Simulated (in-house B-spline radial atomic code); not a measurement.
Successive ionisation energies of zirconium; each step leads to the configuration of the next row (after the last: [Ar] 3d3/2(3)). Dirac energy differences include first-order Breit, QED and recoil terms. NIST's values go from ground level to ground level; the uncertainty of those that are theory runs from under 0.1 % in few-electron ions to several per cent in heavy many-electron ones. Computed with a radial B-spline atomic code at the basis-set limit: Dirac-Hartree-Fock, jj configuration that fills j = l - 1/2 first, finite nuclei.

A number in brackets counts the electrons of a j subshell.

```tsv
ion	configuration	ionisation energy (eV)	tabulated value (eV)	tabulated kind	computed minus tabulated (eV)	highest orbital	largest mean radius (bohr)
Zr7+	[Ar] 3d10 4s2 4p1/2(2) 4p3/2(1)	131.5	133.7	semi-empirical	-2.2	4p3/2	1.2328
Zr8+	[Ar] 3d10 4s2 4p1/2(2)	151.2	153	tabulated theory	-1.8	4p1/2	1.1899
Zr9+	[Ar] 3d10 4s2 4p1/2(1)	171.5	172.02	semi-empirical	-0.5	4p1/2	1.1632
Zr10+	[Ar] 3d10 4s2	212.6	214.9	semi-empirical	-2.3	4s1/2	1.0865
Zr11+	[Ar] 3d10 4s1	235.0	236.252	measured	-1.2	4s1/2	1.0673
Zr12+	[Ar] 3d10	425.7	426	tabulated theory	-0.3	3d5/2	0.45822
Zr13+	[Ar] 3d3/2(4) 3d5/2(5)	473.6	470	tabulated theory	3.6	3d5/2	0.45284
Zr14+	[Ar] 3d3/2(4) 3d5/2(4)	?	?	tabulated theory	?	?	?
Zr15+	[Ar] 3d3/2(4) 3d5/2(3)	?	?	tabulated theory	?	?	?
Zr16+	[Ar] 3d3/2(4) 3d5/2(2)	627.4	622	tabulated theory	5.4	3d5/2	0.43701
Zr17+	[Ar] 3d3/2(4) 3d5/2(1)	?	?	tabulated theory	?	?	?
Zr18+	[Ar] 3d3/2(4)	743.7	745	tabulated theory	-1.3	3d3/2	0.42746
```

(1) Fill in the row of Zr14+.

(2) Fill in the row of Zr15+.

(3) Fill in the row of Zr17+.

(4) Where is the largest jump?

(5) How far is this level of theory from the measured and semi-empirical values?

Results:

(1) ionisation energy (eV): 523.2; tabulated value (eV): 520; computed minus tabulated (eV): 3.2; highest orbital: 3d5/2; largest mean radius (bohr): 0.44751.

(2) ionisation energy (eV): 574.5; tabulated value (eV): 573; computed minus tabulated (eV): 1.5; highest orbital: 3d5/2; largest mean radius (bohr): 0.44223.

(3) ionisation energy (eV): 681.9; tabulated value (eV): 690; computed minus tabulated (eV): -8.1; highest orbital: 3d5/2; largest mean radius (bohr): 0.43185.

(4) From Zr11+ to Zr12+, by a factor of 1.81 (235.01 to 425.72 eV); the highest orbital goes from 4s1/2 to 3d5/2.

(5) Over those 4 rows the differences run from -2.31 to -0.539 eV (mean absolute value 1.6 eV). The calculation leaves out correlation and, in open shells, the multiplet splittings that an average leaves out.
